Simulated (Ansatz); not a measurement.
**Molecular dynamics of GaH$_{3}$O$_{2}$**

Input file:

```yaml
crystal:
  periodic: [false, false, false]
  atoms:
    - { symbol: Ga, position_ang: [0.061491, -0.066299, -0.0417] }
    - { symbol: O, position_ang: [-0.049691, -0.094919, 1.729427] }
    - { symbol: H, position_ang: [-0.872307, -0.292126, 2.23063] }
    - { symbol: H, position_ang: [1.432054, 0.14672, -0.741258] }
    - { symbol: O, position_ang: [-1.453346, -0.378682, -1.014695] }
    - { symbol: H, position_ang: [-2.274082, -0.523809, -0.575443] }
basis:
  gaussian: { orbitals: def2-SVP }
hamiltonian:
  xc: pbe
  dispersion: d4
md:
  timestep: 0.5
  n_steps: 250
  ensemble: nve
  temperature: 700.0
  initial_velocities: maxwell_boltzmann
  seed: 587385
  masses: [{ species: H, mass: 10.0 }]
```

Command:

```bash
$ ansatz run input.yaml --threads 2 --pin off --max-ram 3072MiB --backend cpu --events-out ev --progress --plain --runs-dir out
```

It goes on from the last frame of an earlier run, with new velocities.

Output, in part (one step line in 3, the closing report, with atoms numbered from 0):

```
md step     0: t =     0.00 fs  T =   700.0 K  F+E_penalty+E_count = -56499.91933286 eV  E_kin = 0.361928 eV  conserved = -56499.55740486 eV  (25 SCF iters)
md step     3: t =     1.50 fs  T =   703.5 K  F+E_penalty+E_count = -56499.92115485 eV  E_kin = 0.363715 eV  conserved = -56499.55743956 eV  (25 SCF iters)
md step     6: t =     3.00 fs  T =   628.0 K  F+E_penalty+E_count = -56499.88196319 eV  E_kin = 0.324687 eV  conserved = -56499.55727645 eV  (26 SCF iters)
md step     9: t =     4.50 fs  T =   510.0 K  F+E_penalty+E_count = -56499.82074352 eV  E_kin = 0.263668 eV  conserved = -56499.55707593 eV  (25 SCF iters)
md step    12: t =     6.00 fs  T =   399.7 K  F+E_penalty+E_count = -56499.76359453 eV  E_kin = 0.206651 eV  conserved = -56499.55694390 eV  (27 SCF iters)
md step    15: t =     7.50 fs  T =   332.1 K  F+E_penalty+E_count = -56499.72862143 eV  E_kin = 0.171713 eV  conserved = -56499.55690861 eV  (27 SCF iters)
md step    18: t =     9.00 fs  T =   317.2 K  F+E_penalty+E_count = -56499.72096883 eV  E_kin = 0.164015 eV  conserved = -56499.55695400 eV  (27 SCF iters)
md step    21: t =    10.50 fs  T =   343.4 K  F+E_penalty+E_count = -56499.73458683 eV  E_kin = 0.177542 eV  conserved = -56499.55704521 eV  (27 SCF iters)
md step    24: t =    12.00 fs  T =   386.5 K  F+E_penalty+E_count = -56499.75696194 eV  E_kin = 0.199814 eV  conserved = -56499.55714839 eV  (26 SCF iters)
md step    27: t =    13.50 fs  T =   419.4 K  F+E_penalty+E_count = -56499.77410728 eV  E_kin = 0.216868 eV  conserved = -56499.55723953 eV  (27 SCF iters)
md step    30: t =    15.00 fs  T =   420.1 K  F+E_penalty+E_count = -56499.77451920 eV  E_kin = 0.217231 eV  conserved = -56499.55728855 eV  (27 SCF iters)
md step    33: t =    16.50 fs  T =   380.6 K  F+E_penalty+E_count = -56499.75401502 eV  E_kin = 0.196784 eV  conserved = -56499.55723092 eV  (27 SCF iters)
md step    36: t =    18.00 fs  T =   322.0 K  F+E_penalty+E_count = -56499.72354533 eV  E_kin = 0.166506 eV  conserved = -56499.55703917 eV  (27 SCF iters)
md step    39: t =    19.50 fs  T =   296.3 K  F+E_penalty+E_count = -56499.71007819 eV  E_kin = 0.153205 eV  conserved = -56499.55687335 eV  (27 SCF iters)
md step    42: t =    21.00 fs  T =   343.7 K  F+E_penalty+E_count = -56499.73465612 eV  E_kin = 0.177696 eV  conserved = -56499.55696049 eV  (27 SCF iters)
md step    45: t =    22.50 fs  T =   441.1 K  F+E_penalty+E_count = -56499.78530267 eV  E_kin = 0.228070 eV  conserved = -56499.55723278 eV  (27 SCF iters)
md step    48: t =    24.00 fs  T =   519.0 K  F+E_penalty+E_count = -56499.82577056 eV  E_kin = 0.268364 eV  conserved = -56499.55740676 eV  (26 SCF iters)
md step    51: t =    25.50 fs  T =   529.0 K  F+E_penalty+E_count = -56499.83089099 eV  E_kin = 0.273527 eV  conserved = -56499.55736381 eV  (25 SCF iters)
md step    54: t =    27.00 fs  T =   476.8 K  F+E_penalty+E_count = -56499.80372345 eV  E_kin = 0.246527 eV  conserved = -56499.55719658 eV  (25 SCF iters)
md step    57: t =    28.50 fs  T =   403.1 K  F+E_penalty+E_count = -56499.76543666 eV  E_kin = 0.208404 eV  conserved = -56499.55703216 eV  (26 SCF iters)
md step    60: t =    30.00 fs  T =   350.8 K  F+E_penalty+E_count = -56499.73831190 eV  E_kin = 0.181370 eV  conserved = -56499.55694148 eV  (26 SCF iters)
md step    63: t =    31.50 fs  T =   344.7 K  F+E_penalty+E_count = -56499.73517855 eV  E_kin = 0.178236 eV  conserved = -56499.55694256 eV  (26 SCF iters)
md step    66: t =    33.00 fs  T =   385.2 K  F+E_penalty+E_count = -56499.75619204 eV  E_kin = 0.199166 eV  conserved = -56499.55702603 eV  (25 SCF iters)
md step    69: t =    34.50 fs  T =   450.7 K  F+E_penalty+E_count = -56499.79018261 eV  E_kin = 0.233019 eV  conserved = -56499.55716357 eV  (26 SCF iters)
md step    72: t =    36.00 fs  T =   505.4 K  F+E_penalty+E_count = -56499.81864054 eV  E_kin = 0.261325 eV  conserved = -56499.55731587 eV  (26 SCF iters)
md step    75: t =    37.50 fs  T =   512.5 K  F+E_penalty+E_count = -56499.82235941 eV  E_kin = 0.264959 eV  conserved = -56499.55740040 eV  (25 SCF iters)
md step    78: t =    39.00 fs  T =   456.5 K  F+E_penalty+E_count = -56499.79331364 eV  E_kin = 0.236017 eV  conserved = -56499.55729621 eV  (25 SCF iters)
md step    81: t =    40.50 fs  T =   372.6 K  F+E_penalty+E_count = -56499.74962519 eV  E_kin = 0.192629 eV  conserved = -56499.55699627 eV  (26 SCF iters)
md step    84: t =    42.00 fs  T =   339.1 K  F+E_penalty+E_count = -56499.73212705 eV  E_kin = 0.175317 eV  conserved = -56499.55680962 eV  (26 SCF iters)
md step    87: t =    43.50 fs  T =   400.6 K  F+E_penalty+E_count = -56499.76412487 eV  E_kin = 0.207108 eV  conserved = -56499.55701641 eV  (25 SCF iters)
md step    90: t =    45.00 fs  T =   505.3 K  F+E_penalty+E_count = -56499.81864585 eV  E_kin = 0.261269 eV  conserved = -56499.55737670 eV  (25 SCF iters)
md step    93: t =    46.50 fs  T =   560.6 K  F+E_penalty+E_count = -56499.84733115 eV  E_kin = 0.289827 eV  conserved = -56499.55750426 eV  (25 SCF iters)
md step    96: t =    48.00 fs  T =   525.8 K  F+E_penalty+E_count = -56499.82924305 eV  E_kin = 0.271879 eV  conserved = -56499.55736396 eV  (25 SCF iters)
md step    99: t =    49.50 fs  T =   429.5 K  F+E_penalty+E_count = -56499.77920689 eV  E_kin = 0.222067 eV  conserved = -56499.55713998 eV  (25 SCF iters)
md step   102: t =    51.00 fs  T =   326.5 K  F+E_penalty+E_count = -56499.72577256 eV  E_kin = 0.168796 eV  conserved = -56499.55697706 eV  (26 SCF iters)
md step   105: t =    52.50 fs  T =   259.5 K  F+E_penalty+E_count = -56499.69107768 eV  E_kin = 0.134156 eV  conserved = -56499.55692209 eV  (26 SCF iters)
md step   108: t =    54.00 fs  T =   244.1 K  F+E_penalty+E_count = -56499.68316448 eV  E_kin = 0.126204 eV  conserved = -56499.55696010 eV  (26 SCF iters)
md step   111: t =    55.50 fs  T =   271.0 K  F+E_penalty+E_count = -56499.69715384 eV  E_kin = 0.140100 eV  conserved = -56499.55705413 eV  (26 SCF iters)
md step   114: t =    57.00 fs  T =   315.4 K  F+E_penalty+E_count = -56499.72024450 eV  E_kin = 0.163077 eV  conserved = -56499.55716744 eV  (26 SCF iters)
md step   117: t =    58.50 fs  T =   347.7 K  F+E_penalty+E_count = -56499.73707460 eV  E_kin = 0.179800 eV  conserved = -56499.55727464 eV  (26 SCF iters)
md step   120: t =    60.00 fs  T =   341.8 K  F+E_penalty+E_count = -56499.73406637 eV  E_kin = 0.176729 eV  conserved = -56499.55733778 eV  (26 SCF iters)
md step   123: t =    61.50 fs  T =   286.9 K  F+E_penalty+E_count = -56499.70559253 eV  E_kin = 0.148322 eV  conserved = -56499.55727019 eV  (26 SCF iters)
md step   126: t =    63.00 fs  T =   208.1 K  F+E_penalty+E_count = -56499.66463289 eV  E_kin = 0.107601 eV  conserved = -56499.55703202 eV  (27 SCF iters)
md step   129: t =    64.50 fs  T =   169.5 K  F+E_penalty+E_count = -56499.64447290 eV  E_kin = 0.087644 eV  conserved = -56499.55682849 eV  (27 SCF iters)
md step   132: t =    66.00 fs  T =   220.4 K  F+E_penalty+E_count = -56499.67091304 eV  E_kin = 0.113977 eV  conserved = -56499.55693620 eV  (27 SCF iters)
md step   135: t =    67.50 fs  T =   332.9 K  F+E_penalty+E_count = -56499.72937378 eV  E_kin = 0.172124 eV  conserved = -56499.55725014 eV  (25 SCF iters)
md step   138: t =    69.00 fs  T =   426.4 K  F+E_penalty+E_count = -56499.77788856 eV  E_kin = 0.220457 eV  conserved = -56499.55743175 eV  (25 SCF iters)
md step   141: t =    70.50 fs  T =   448.6 K  F+E_penalty+E_count = -56499.78929327 eV  E_kin = 0.231922 eV  conserved = -56499.55737125 eV  (25 SCF iters)
md step   144: t =    72.00 fs  T =   407.7 K  F+E_penalty+E_count = -56499.76799622 eV  E_kin = 0.210804 eV  conserved = -56499.55719254 eV  (25 SCF iters)
md step   147: t =    73.50 fs  T =   346.4 K  F+E_penalty+E_count = -56499.73614380 eV  E_kin = 0.179111 eV  conserved = -56499.55703264 eV  (26 SCF iters)
md step   150: t =    75.00 fs  T =   306.1 K  F+E_penalty+E_count = -56499.71521972 eV  E_kin = 0.158267 eV  conserved = -56499.55695227 eV  (26 SCF iters)
md step   153: t =    76.50 fs  T =   308.9 K  F+E_penalty+E_count = -56499.71664982 eV  E_kin = 0.159696 eV  conserved = -56499.55695415 eV  (26 SCF iters)
md step   156: t =    78.00 fs  T =   355.0 K  F+E_penalty+E_count = -56499.74056863 eV  E_kin = 0.183551 eV  conserved = -56499.55701739 eV  (25 SCF iters)
md step   159: t =    79.50 fs  T =   428.0 K  F+E_penalty+E_count = -56499.77842432 eV  E_kin = 0.221302 eV  conserved = -56499.55712197 eV  (25 SCF iters)
md step   162: t =    81.00 fs  T =   500.5 K  F+E_penalty+E_count = -56499.81603476 eV  E_kin = 0.258781 eV  conserved = -56499.55725334 eV  (25 SCF iters)
md step   165: t =    82.50 fs  T =   539.2 K  F+E_penalty+E_count = -56499.83615881 eV  E_kin = 0.278781 eV  conserved = -56499.55737800 eV  (25 SCF iters)
md step   168: t =    84.00 fs  T =   516.9 K  F+E_penalty+E_count = -56499.82463841 eV  E_kin = 0.267256 eV  conserved = -56499.55738245 eV  (25 SCF iters)
md step   171: t =    85.50 fs  T =   441.4 K  F+E_penalty+E_count = -56499.78538958 eV  E_kin = 0.228235 eV  conserved = -56499.55715451 eV  (25 SCF iters)
md step   174: t =    87.00 fs  T =   376.2 K  F+E_penalty+E_count = -56499.75135016 eV  E_kin = 0.194489 eV  conserved = -56499.55686161 eV  (25 SCF iters)
md step   177: t =    88.50 fs  T =   393.2 K  F+E_penalty+E_count = -56499.76017833 eV  E_kin = 0.203293 eV  conserved = -56499.55688569 eV  (26 SCF iters)
md step   180: t =    90.00 fs  T =   485.6 K  F+E_penalty+E_count = -56499.80828244 eV  E_kin = 0.251061 eV  conserved = -56499.55722115 eV  (26 SCF iters)
md step   183: t =    91.50 fs  T =   569.5 K  F+E_penalty+E_count = -56499.85192003 eV  E_kin = 0.294460 eV  conserved = -56499.55745974 eV  (26 SCF iters)
md step   186: t =    93.00 fs  T =   578.9 K  F+E_penalty+E_count = -56499.85670998 eV  E_kin = 0.299300 eV  conserved = -56499.55741020 eV  (25 SCF iters)
md step   189: t =    94.50 fs  T =   518.1 K  F+E_penalty+E_count = -56499.82509700 eV  E_kin = 0.267895 eV  conserved = -56499.55720200 eV  (26 SCF iters)
md step   192: t =    96.00 fs  T =   436.1 K  F+E_penalty+E_count = -56499.78249814 eV  E_kin = 0.225482 eV  conserved = -56499.55701588 eV  (26 SCF iters)
md step   195: t =    97.50 fs  T =   380.3 K  F+E_penalty+E_count = -56499.75355871 eV  E_kin = 0.196620 eV  conserved = -56499.55693827 eV  (26 SCF iters)
md step   198: t =    99.00 fs  T =   371.8 K  F+E_penalty+E_count = -56499.74918509 eV  E_kin = 0.192213 eV  conserved = -56499.55697247 eV  (25 SCF iters)
md step   201: t =   100.50 fs  T =   402.4 K  F+E_penalty+E_count = -56499.76515321 eV  E_kin = 0.208076 eV  conserved = -56499.55707756 eV  (24 SCF iters)
md step   204: t =   102.00 fs  T =   445.1 K  F+E_penalty+E_count = -56499.78735852 eV  E_kin = 0.230157 eV  conserved = -56499.55720191 eV  (25 SCF iters)
md step   207: t =   103.50 fs  T =   467.7 K  F+E_penalty+E_count = -56499.79911484 eV  E_kin = 0.241810 eV  conserved = -56499.55730455 eV  (25 SCF iters)
md step   210: t =   105.00 fs  T =   444.9 K  F+E_penalty+E_count = -56499.78735417 eV  E_kin = 0.230005 eV  conserved = -56499.55734890 eV  (25 SCF iters)
md step   213: t =   106.50 fs  T =   370.0 K  F+E_penalty+E_count = -56499.74856398 eV  E_kin = 0.191296 eV  conserved = -56499.55726820 eV  (25 SCF iters)
md step   216: t =   108.00 fs  T =   270.7 K  F+E_penalty+E_count = -56499.69700855 eV  E_kin = 0.139972 eV  conserved = -56499.55703675 eV  (25 SCF iters)
md step   219: t =   109.50 fs  T =   209.0 K  F+E_penalty+E_count = -56499.66491828 eV  E_kin = 0.108076 eV  conserved = -56499.55684204 eV  (25 SCF iters)
md step   222: t =   111.00 fs  T =   232.3 K  F+E_penalty+E_count = -56499.67706253 eV  E_kin = 0.120129 eV  conserved = -56499.55693308 eV  (27 SCF iters)
md step   225: t =   112.50 fs  T =   317.1 K  F+E_penalty+E_count = -56499.72116513 eV  E_kin = 0.163951 eV  conserved = -56499.55721394 eV  (26 SCF iters)
md step   228: t =   114.00 fs  T =   391.5 K  F+E_penalty+E_count = -56499.75979279 eV  E_kin = 0.202417 eV  conserved = -56499.55737566 eV  (26 SCF iters)
md step   231: t =   115.50 fs  T =   408.9 K  F+E_penalty+E_count = -56499.76875102 eV  E_kin = 0.211432 eV  conserved = -56499.55731862 eV  (25 SCF iters)
md step   234: t =   117.00 fs  T =   377.3 K  F+E_penalty+E_count = -56499.75224096 eV  E_kin = 0.195082 eV  conserved = -56499.55715923 eV  (25 SCF iters)
md step   237: t =   118.50 fs  T =   334.1 K  F+E_penalty+E_count = -56499.72976982 eV  E_kin = 0.172744 eV  conserved = -56499.55702569 eV  (25 SCF iters)
md step   240: t =   120.00 fs  T =   313.4 K  F+E_penalty+E_count = -56499.71903448 eV  E_kin = 0.162064 eV  conserved = -56499.55697038 eV  (26 SCF iters)
md step   243: t =   121.50 fs  T =   330.5 K  F+E_penalty+E_count = -56499.72786902 eV  E_kin = 0.170884 eV  conserved = -56499.55698528 eV  (26 SCF iters)
md step   246: t =   123.00 fs  T =   382.0 K  F+E_penalty+E_count = -56499.75454372 eV  E_kin = 0.197504 eV  conserved = -56499.55703937 eV  (26 SCF iters)
md step   249: t =   124.50 fs  T =   453.6 K  F+E_penalty+E_count = -56499.79162332 eV  E_kin = 0.234511 eV  conserved = -56499.55711227 eV  (26 SCF iters)
md step   250: t =   125.00 fs  T =   478.6 K  F+E_penalty+E_count = -56499.80458611 eV  E_kin = 0.247445 eV  conserved = -56499.55714144 eV  (26 SCF iters)
Total energy: -56499.80462238 eV, -2076.3295229292 hartree
Atom 0 at     0.062185    -0.138790    -0.053105 Å, force    -0.216809     0.582028     0.414039 eV/Å
Atom 1 at    -0.054719    -0.075005     1.755875 Å, force     1.371029    -0.014336    -0.738426 eV/Å
Atom 2 at    -0.845267    -0.138169     2.281834 Å, force    -1.042445    -0.149000     0.247179 eV/Å
Atom 3 at     1.453462     0.284622    -0.700106 Å, force    -0.453295    -0.320279     0.170097 eV/Å
Atom 4 at    -1.462964    -0.200817    -1.023092 Å, force    -1.570245    -1.028078     0.553789 eV/Å
Atom 5 at    -2.303935    -0.626669    -0.617157 Å, force     1.911765     0.929665    -0.646679 eV/Å
Dipole moment:    -0.305443    -0.219772     0.158698 e Å
```

The run went to its last step. The conserved energy stayed within 0.099 meV per atom of its start (net change 0.044 meV per atom), so the integration is sound. The temperature averaged 0.55 of the 700 K drawn at the start: a run that starts near a minimum puts about half its kinetic energy into the potential. A run of 0.12 ps of so small a system gives no equilibrium averages.

The same pairs are bonded in the first frame and the last. Pairs count as bonded within 1.25 times the sum of covalent radii (0.12 Å more for H–H).

Last frame:

```xyz
6
Properties=species:S:1:pos:R:3
Ga 0.062 -0.139 -0.053
O -0.055 -0.075 1.756
H -0.845 -0.138 2.282
H 1.454 0.285 -0.700
O -1.463 -0.201 -1.023
H -2.304 -0.627 -0.617
```

The run took 3.2 min on 2 threads of AMD EPYC 7R43 64-Core Processor (Zen 3), on a shared host, peak memory 0.15 GiB.
